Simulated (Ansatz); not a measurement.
Consider the ligand exchange at the Si–C bond: `[SiH3][CH]1[NH][AlH]1` + `[NH2][GeH3]` → `[SiH3][NH][GeH3]` + `[CH2]1[NH][AlH]1`.

Computed with Ansatz on PBE0-D4/def2-TZVP structures; ΔE is electronic, products minus reactants. CCSD(T)/CBS adds triple-zeta CCSD(T) − MP2 to the extrapolated MP2 energy (def2 sets, frozen cores). Functionals use def2-TZVPP. HSE06 is defined as in plane-wave codes. For Ge outer-core shells are correlated without core-valence functions, which leaves a few kJ/mol of doubt a bond. Scalar relativity is left out up to krypton.

CCSD(T)/CBS gives -48.5 kJ/mol.

Q: Another level gave -38.6 kJ/mol. Which?
A. CAM-B3LYP-D4/def2-TZVPP
B. PBE-D4/def2-TZVPP
C. HSE06-D4/def2-TZVPP
D. r2SCAN0/def2-TZVPP

A: B. PBE-D4 -38.6, HSE06-D4 -42.7, CAM-B3LYP-D4 -52.2, r2SCAN0 -47.5 kJ/mol.

Largest T1 diagnostic among the species: 0.015.

From PBE to PBE0 (25 % exact exchange), in def2-TZVPP and without D4, ΔE moves by −4.2 kJ/mol. In def2-TZVPP, CCSD(T) changes the Hartree–Fock value by +11.9 kJ/mol (the triples alone add +2.4 kJ/mol) and MP2 by +11.3 kJ/mol.
